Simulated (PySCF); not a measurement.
**Radial density of Ga²⁺ (gallium, charge +2)**

UHF, [Ar] 3d10 4s1, 2S determinant. Computed with PySCF 2.14 in x2c-QZVPPall (11s7p5d4f1g, 94 functions), with the spin-free X2C one-electron Hamiltonian (Gaussian nucleus).

```json
{"r (bohr)": "0.000815", "4πr²ρ (e/bohr)": "0.2607", "4πr²(ρα − ρβ)": "0.0001"}
{"r (bohr)": "0.00137", "4πr²ρ (e/bohr)": "0.6572", "4πr²(ρα − ρβ)": "0.0004"}
{"r (bohr)": "0.00231", "4πr²ρ (e/bohr)": "1.622", "4πr²(ρα − ρβ)": "0.0009"}
{"r (bohr)": "0.00388", "4πr²ρ (e/bohr)": "3.868", "4πr²(ρα − ρβ)": "0.0021"}
{"r (bohr)": "0.00652", "4πr²ρ (e/bohr)": "8.681", "4πr²(ρα − ρβ)": "0.0047"}
{"r (bohr)": "0.0110", "4πr²ρ (e/bohr)": "17.56", "4πr²(ρα − ρβ)": "0.0093"}
{"r (bohr)": "0.0185", "4πr²ρ (e/bohr)": "29.78", "4πr²(ρα − ρβ)": "0.0145"}
{"r (bohr)": "0.0310", "4πr²ρ (e/bohr)": "37.92", "4πr²(ρα − ρβ)": "0.0134"}
{"r (bohr)": "0.0522", "4πr²ρ (e/bohr)": "33.50", "4πr²(ρα − ρβ)": "0.0012"}
{"r (bohr)": "0.0878", "4πr²ρ (e/bohr)": "32.02", "4πr²(ρα − ρβ)": "0.0081"}
{"r (bohr)": "0.148", "4πr²ρ (e/bohr)": "43.83", "4πr²(ρα − ρβ)": "0.0363"}
{"r (bohr)": "0.249", "4πr²ρ (e/bohr)": "28.72", "4πr²(ρα − ρβ)": "-0.0247"}
{"r (bohr)": "0.418", "4πr²ρ (e/bohr)": "23.33", "4πr²(ρα − ρβ)": "0.0340"}
{"r (bohr)": "0.703", "4πr²ρ (e/bohr)": "22.84", "4πr²(ρα − ρβ)": "-0.0265"}
{"r (bohr)": "1.18", "4πr²ρ (e/bohr)": "6.118", "4πr²(ρα − ρβ)": "0.2595"}
{"r (bohr)": "1.99", "4πr²ρ (e/bohr)": "1.041", "4πr²(ρα − ρβ)": "0.5891"}
{"r (bohr)": "3.35", "4πr²ρ (e/bohr)": "0.1387", "4πr²(ρα − ρβ)": "0.1316"}
{"r (bohr)": "5.63", "4πr²ρ (e/bohr)": "0.001447", "4πr²(ρα − ρβ)": "0.0014"}
```

Densities and radii are taken from the X2C orbitals without a picture-change correction, which distorts them close to the nucleus.

**Question.** Where is the radial spin density 4πr²(ρα − ρβ) most negative, and why is it negative at all?

**Answer.** Around r = 0.703 bohr, down to -0.0265 e/bohr: exchange with the open shell polarises the paired shells in an unrestricted calculation.
